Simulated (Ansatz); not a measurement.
Geometry optimisation, RKS LDA/STO-3G in Ansatz 0.2.0.

Input file:

```yaml
crystal:
  periodic: [false, false, false]
  atoms:
    - { symbol: C, position_ang: [-1.5776, -0.5729, 0.8464] }
    - { symbol: C, position_ang: [-0.3122, -0.0514, 0.3605] }
    - { symbol: "N", position_ang: [0.5767, 0.5548, 1.0423] }
    - { symbol: Si, position_ang: [1.8039, 0.7325, -0.2646] }
    - { symbol: C, position_ang: [0.306, -0.143, -1.063] }
    - { symbol: H, position_ang: [-1.7517, -0.2918, 1.8962] }
    - { symbol: H, position_ang: [-2.389, -0.0293, 0.2694] }
    - { symbol: H, position_ang: [-1.656, -1.5901, 0.6707] }
    - { symbol: H, position_ang: [2.9415, -0.0859, 0.0161] }
    - { symbol: H, position_ang: [1.9088, 2.1506, -0.5912] }
    - { symbol: H, position_ang: [-1.34244, -0.20186, 0.03791] }
    - { symbol: H, position_ang: [0.4902, -1.1517, -1.3697] }
basis:
  gaussian: { orbitals: STO-3G }
hamiltonian:
  xc: lda
relax:
  f_tol: 0.02
  max_steps: 50
output:
  orbitals: {}
```

Run as:

```bash
$ ansatz run input.yaml --threads 1 --pin off --max-ram 2048MiB --backend cpu --events-out ev --progress --plain --runs-dir out
```

Problem. Where does it end, and by what steps?

Solution. The run converged. Limits of this set-up: minimal basis. After 14 steps the energy has fallen by 13.498 eV; H11 moved furthest, 1.95 Å. The start is strongly strained (largest force component 17 eV/Å), so its close contacts needn't be bonds. Parted: C1–H11, C2–H11. Joined: C5–H11.

```tsv
step	energy less start (eV)	largest force component (eV/Å)	accepted
0	0.0000	16.787	yes
1	-5.1482	6.079	yes
2	-6.6934	2.307	yes
3	-7.6845	3.918	yes
4	-9.2672	4.799	yes
5	-10.8145	4.071	yes
6	-12.0215	2.983	yes
7	-12.6998	1.701	yes
8	-13.0792	1.293	yes
9	-13.3387	0.682	yes
10	-13.4750	0.246	yes
11	-13.4960	0.114	yes
12	-13.4976	0.052	yes
13	-13.4978	0.056	yes
14	-13.4980	0.004	yes
```

```xyz
12
Properties=species:S:1:pos:R:3
C -1.655 -0.639 1.063
C -0.334 -0.093 0.559
N 0.566 0.520 1.339
Si 1.641 0.727 -0.168
C 0.157 -0.163 -0.898
H -1.747 -0.462 2.146
H -2.498 -0.151 0.543
H -1.724 -1.724 0.866
H 2.901 0.002 -0.132
H 1.864 2.103 -0.584
H -0.476 0.390 -1.610
H 0.304 -1.190 -1.271
```

Time of the run: 25 s on 1 thread of AMD EPYC 7B13 (Zen 3) (shared host), peak memory 0.14 GiB.
